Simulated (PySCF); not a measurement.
A structure optimised at B3LYP-D3(BJ)/def2-SVP, used in a PySCF frequency run:

```
C
C 1 1.3191
H 1 1.0920 2 122.16
Cl 2 1.6702 1 136.67 3 180.00
Cl 1 1.7554 3 114.33 2 180.00
```
Charge 0, spin multiplicity 2.

Q: Write its SMILES, formula and point group.

A: Cl[C]=CCl, C₂HCl₂, Cs

Q: What are its rotational constants (standard atomic weights)?

A: 14.487, 2.1873, 1.9003 GHz
